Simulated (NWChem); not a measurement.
System: C2H2F3O2 cation; SMILES O=C([OH2+])C(F)(F)F

```xyz
9

O     -1.3213    -1.4686    -0.0122
C     -0.3630    -0.8352    -0.0242
O      0.9971    -1.5997     0.0159
C     -0.0341     0.6851     0.0025
F      0.0284     1.0627     1.2521
F      1.1487     0.8495    -0.5825
F     -0.9640     1.3156    -0.6465
H      0.9562    -2.5759    -0.0771
H      1.8172    -1.1839    -0.3273
```
Atoms are numbered in this order, from 1.

Program: NWChem. STO-3G and 3-21G are far too small for this property and stand as cheap habits. Coordinates come from a PBE0/def2-SVP optimisation. Field at 589 nm.

Estimate the computed values for B3LYP/STO-3G. Quantities: isotropic polarisability (bohr³); anisotropy (bohr³).


```json
{
  "isotropic polarisability (bohr³)": "18.7",
  "anisotropy (bohr³)": "12.0"
}
```
